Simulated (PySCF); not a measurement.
Species: C6H5ClSi (triplet state).
SMILES with atom numbers: `[Cl:1][Si:2][c:3]1[cH:4][cH:5][cH:6][cH:7][cH:8]1` (hydrogens: H9 on C4; H10 on C5; H11 on C6; H12 on C7; H13 on C8)

Structure used (GFN2-xTB), in Å, numbered top down from 1:
```
atom  x, y, z in Å
Cl1    3.9851    1.3046    0.0548
Si2    2.8433   -0.4043   -0.1114
C3     0.9975   -0.2520   -0.0526
C4     0.1551   -1.3711   -0.1587
C5    -1.2117   -1.2204   -0.1110
C6    -1.7800    0.0391    0.0433
C7    -0.9546    1.1509    0.1493
C8     0.4150    1.0182    0.1032
H9     0.5896   -2.3520   -0.2785
H10   -1.8475   -2.0906   -0.1937
H11   -2.8526    0.1525    0.0802
H12   -1.3879    2.1340    0.2699
H13    1.0442    1.8915    0.1873
```

The hyperfine couplings belong to this conformer and change with its torsions.

Theory: PySCF, UKS B3LYP, pcH-1 on C Cl H Si, non-relativistic, mean-field spin-orbit, GIAO. The structure is a single GFN2-xTB conformer in the gas phase; no vibrational or solvent corrections. This triplet need not be the ground state; the singlet was not compared here. The geometry wasn't refined by DFT: couplings that depend on bond lengths, twists or pyramidal angles can differ widely from those at the functional's own minimum, by a factor of two or more for some ions and for spin on atoms past the first row. No stability test was run, so a lower SCF solution isn't excluded.

Match the computed a_iso(1H) values -4.2, +3.5, -1.9 MHz (means over equivalent nuclei) with the sites H9/H13; H10/H12; H11.

```json
{"site": "H9/H13", "a_iso (MHz)": "-1.9", "ρ(0) (bohr⁻³)": "-0.0009", "position": "3 bonds from Si2, on C4 of spin population +0.10", "distance from Si2 (Å)": "2.96", "bound to": "C4/C8", "spin population there": "+0.11", "largest |T| (MHz)": "2.7"}
{"site": "H10/H12", "a_iso (MHz)": "+3.5", "ρ(0) (bohr⁻³)": "+0.0016", "position": "4 bonds from Si2", "distance from Si2 (Å)": "4.97", "bound to": "C5/C7", "spin population there": "-0.06", "largest |T| (MHz)": "1.2"}
{"site": "H11", "a_iso (MHz)": "-4.2", "ρ(0) (bohr⁻³)": "-0.0019", "position": "5 bonds from Si2, on C6 of spin population +0.13", "distance from Si2 (Å)": "5.73", "bound to": "C6", "spin population there": "+0.13", "largest |T| (MHz)": "3.2"}
```

ρ(0) is the spin density at the nucleus and T the dipolar tensor; a_iso includes a spin–orbit part; entries for several nuclei are means. Largest spin populations (Mulliken): Si2 (+1.60), C6 (+0.13), Cl1 (+0.13) and C8 (+0.12). Si2 is the only atom above +0.15.

Examples of negative spin density at the nucleus (bohr⁻³): H11 (-0.0019).

Class means assume fast exchange of nuclei equivalent by connectivity; if that motion is slow, each nucleus keeps its own coupling. The 13C value of +7.4 MHz is a mean of couplings from 2.3 to 12.5 MHz in this one geometry, not an average over conformers.

Hardware: one thread, Arm Neoverse V2, no GPU, on a shared host. Cost: 1.9 min wall.
